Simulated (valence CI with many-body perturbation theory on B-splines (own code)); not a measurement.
## Forbidden lines of Os27+

Level of theory: relativistic CI+MBPT: three valence electrons over a frozen Dirac-Fock core [Kr] 4d10, radial functions for each j: 7 s, 7 p, 7 d, 7 f, 4 g, 2 h, with the one-electron correlation potential Σ1, the two-electron term Σ2, the three-electron term Σ3, Breit, model QED; selected CI, second order for the rest, scaled by the run's own slope (own B-spline code, finite nucleus).

No measured spectrum was set against this ion. As an estimate, large intervals hold to a few tenths of a per cent, small ones and those within an open d or f shell to about a per cent. Excitations out of the core, of the other parity, are not computed and may begin above about 171 eV (a cautious bound); beyond it only levels of the ground parity were kept, without lifetimes.

Lines 1 to 50 of 120 in falling wavelength, among levels below 1377300 cm⁻¹, chosen from the decays that carry over 1 % of a level's rate. Wavelengths and rates use the calculated energies. Weak lines are less certain than strong ones. Lines between different terms over intervals too small for the method are left out, as are lines whose strength nearly cancels. Where a level lies close to another of its J and parity, the split of strength between their lines is uncertain.

Levels are named by their leading jj configuration (3d3/2^4 stands for four electrons in 3d with j = 3/2), which in mixed levels can hold well under half, so a name can repeat and another be missing. Letters in brackets count levels of one name in rising energy.

| λ vac (nm) | Upper | Lower | Type | A (s⁻¹) | Branch % |
| --- | --- | --- | --- | --- | --- |
| 1364 | (4f5/2^2 4f7/2) J=3/2 [a] | (4f5/2^3) J=5/2 | M1 | 2.49e+00 | 1.3 |
| 1219 | (4f5/2^2 4f7/2) J=7/2 [a] | (4f5/2^3) J=5/2 | M1 | 3.87e+00 | 3.7 |
| 1192 | (4f5/2^2 4f7/2) J=5/2 [a] | (4f5/2^3) J=5/2 | M1 | 4.95e+00 | 3.3 |
| 1046 | (4f5/2^2 4f7/2) J=11/2 [b] | (4f5/2 4f7/2^2) J=9/2 [b] | M1 | 6.50e+00 | 2.0 |
| 1033 | (4f5/2^2 4f7/2) J=3/2 [b] | (4f5/2^2 4f7/2) J=5/2 [b] | M1 | 1.95e+01 | 3.4 |
| 872.9 | (4f5/2 4f7/2^2) J=13/2 [b] | (4f5/2 4f7/2^2) J=11/2 [b] | M1 | 7.62e+00 | 1.6 |
| 831.4 | (4f5/2^2 4f7/2) J=7/2 [b] | (4f5/2^2 4f7/2) J=5/2 [a] | M1 | 1.37e+01 | 4.3 |
| 821.0 | (4f5/2^2 4f7/2) J=7/2 [a] | (4f5/2^2 4f7/2) J=9/2 | M1 | 2.05e+01 | 19.4 |
| 818.9 | (4f5/2^2 4f7/2) J=7/2 [b] | (4f5/2^2 4f7/2) J=7/2 [a] | M1 | 7.71e+00 | 2.4 |
| 813.7 | (4f5/2 4f7/2^2) J=11/2 [b] | (4f5/2^2 4f7/2) J=11/2 [b] | M1 | 1.71e+01 | 2.6 |
| 693.4 | (4f5/2^2 4f7/2) J=15/2 | (4f5/2^2 4f7/2) J=13/2 | M1 | 2.21e+01 | 2.7 |
| 653.2 | (4f5/2 4f7/2^2) J=1/2 | (4f5/2^2 4f7/2) J=3/2 [b] | M1 | 9.49e+01 | 19.4 |
| 648.0 | (4f5/2^2 4f7/2) J=3/2 [b] | (4f5/2^2 4f7/2) J=1/2 | M1 | 8.81e+00 | 1.5 |
| 632.0 | (4f7/2^3) J=9/2 [b] | (4f7/2^3) J=9/2 [a] | M1 | 2.36e+01 | 1.9 |
| 601.3 | (4f5/2^3) J=5/2 | (4f5/2^3) J=3/2 | M1 | 8.49e+01 | 99.8 |
| 595.9 | (4f5/2 4f7/2^2) J=15/2 | (4f5/2 4f7/2^2) J=13/2 [a] | M1 | 1.24e+02 | 100.0 |
| 568.2 | (4f5/2 4f7/2^2) J=7/2 [b] | (4f5/2 4f7/2^2) J=5/2 [a] | M1 | 1.67e+01 | 3.5 |
| 559.8 | (4f5/2 4f7/2^2) J=5/2 [a] | (4f5/2 4f7/2^2) J=7/2 [a] | M1 | 1.05e+01 | 1.2 |
| 519.0 | (4f5/2 4f7/2^2) J=9/2 [a] | (4f5/2^2 4f7/2) J=7/2 [a] | M1 | 6.23e+01 | 9.5 |
| 494.0 | (4f5/2 4f7/2^2) J=9/2 [b] | (4f5/2^2 4f7/2) J=7/2 [b] | M1 | 2.10e+02 | 27.5 |
| 492.1 | (4f5/2 4f7/2^2) J=13/2 [a] | (4f5/2^2 4f7/2) J=11/2 [a] | M1 | 3.44e+02 | 100.0 |
| 489.8 | (4f5/2^2 4f7/2) J=7/2 [b] | (4f5/2^3) J=5/2 | M1 | 2.35e+02 | 74.2 |
| 462.8 | (4f5/2 4f7/2^2) J=5/2 [a] | (4f5/2 4f7/2^2) J=3/2 [a] | M1 | 9.53e+01 | 11.0 |
| 457.7 | (4f5/2 4f7/2^2) J=11/2 [b] | (4f5/2 4f7/2^2) J=9/2 [b] | M1 | 1.49e+02 | 22.2 |
| 447.3 | (4f5/2^2 4f7/2) J=11/2 [b] | (4f5/2^2 4f7/2) J=13/2 | M1 | 6.22e+00 | 1.9 |
| 438.7 | (4f5/2^2 4f7/2) J=5/2 [b] | (4f5/2^2 4f7/2) J=7/2 [b] | M1 | 4.09e+01 | 7.9 |
| 421.1 | (4f5/2 4f7/2^2) J=13/2 [b] | (4f5/2^2 4f7/2) J=11/2 [b] | M1 | 4.11e+01 | 8.4 |
| 417.3 | (4f5/2^2 4f7/2) J=3/2 [a] | (4f5/2^3) J=3/2 | M1 | 1.86e+02 | 98.7 |
| 410.0 | (4f5/2^2 4f7/2) J=7/2 [b] | (4f5/2^2 4f7/2) J=9/2 | M1 | 1.57e+01 | 5.0 |
| 405.2 | (4f7/2^3) J=9/2 [a] | (4f5/2 4f7/2^2) J=7/2 [a] | M1 | 1.10e+02 | 10.0 |
| 399.7 | (4f5/2^2 4f7/2) J=5/2 [a] | (4f5/2^3) J=3/2 | M1 | 1.42e+02 | 96.2 |
| 399.7 | (4f5/2^2 4f7/2) J=9/2 | (4f5/2^2 4f7/2) J=11/2 [a] | M1 | 6.89e+01 | 9.9 |
| 395.9 | (4f5/2^2 4f7/2) J=11/2 [a] | (4f5/2^3) J=9/2 | M1 | 5.90e+02 | 100.0 |
| 369.5 | (4f5/2 4f7/2^2) J=3/2 [a] | (4f5/2^2 4f7/2) J=5/2 [a] | M1 | 1.88e+01 | 2.5 |
| 355.6 | (4f5/2 4f7/2^2) J=3/2 [a] | (4f5/2^2 4f7/2) J=3/2 [a] | M1 | 4.00e+02 | 52.3 |
| 339.2 | (4f7/2^3) J=9/2 [b] | (4f5/2^2 4f7/2) J=11/2 [b] | M1 | 6.45e+01 | 5.3 |
| 331.9 | (4f5/2^2 4f7/2) J=1/2 | (4f5/2^2 4f7/2) J=3/2 [a] | M1 | 1.26e+02 | 24.5 |
| 325.3 | (4f5/2 4f7/2^2) J=1/2 | (4f5/2^2 4f7/2) J=1/2 | M1 | 6.35e+01 | 13.0 |
| 324.6 | (4f5/2 4f7/2^2) J=7/2 [a] | (4f5/2^2 4f7/2) J=5/2 [a] | M1 | 5.25e+02 | 60.5 |
| 322.7 | (4f5/2 4f7/2^2) J=7/2 [a] | (4f5/2^2 4f7/2) J=7/2 [a] | M1 | 2.31e+02 | 26.6 |
| 318.0 | (4f5/2 4f7/2^2) J=9/2 [a] | (4f5/2^2 4f7/2) J=9/2 | M1 | 4.03e+02 | 61.2 |
| 318.0 | (4f5/2 4f7/2^2) J=7/2 [b] | (4f5/2^2 4f7/2) J=5/2 [b] | M1 | 3.49e+02 | 74.1 |
| 315.7 | (4f5/2 4f7/2^2) J=13/2 [b] | (4f5/2^2 4f7/2) J=15/2 | M1 | 5.23e+00 | 1.1 |
| 315.0 | (4f5/2 4f7/2^2) J=3/2 [b] | (4f5/2^2 4f7/2) J=5/2 [b] | M1 | 1.02e+02 | 6.1 |
| 308.1 | (4f5/2 4f7/2^2) J=9/2 [b] | (4f5/2^2 4f7/2) J=7/2 [a] | M1 | 1.17e+02 | 15.3 |
| 305.4 | (4f5/2 4f7/2^2) J=1/2 | (4f5/2 4f7/2^2) J=3/2 [a] | M1 | 2.32e+02 | 47.4 |
| 303.1 | (4f5/2 4f7/2^2) J=11/2 [a] | (4f5/2^2 4f7/2) J=9/2 | M1 | 2.79e+02 | 47.3 |
| 298.6 | (4f5/2 4f7/2^2) J=11/2 [b] | (4f5/2 4f7/2^2) J=11/2 [a] | M1 | 3.38e+02 | 50.4 |
| 294.1 | (4f5/2 4f7/2^2) J=7/2 [b] | (4f5/2 4f7/2^2) J=9/2 [b] | M1 | 1.80e+01 | 3.8 |
| 292.6 | (4f5/2^2 4f7/2) J=15/2 | (4f5/2 4f7/2^2) J=15/2 | M1 | 3.30e+02 | 40.5 |
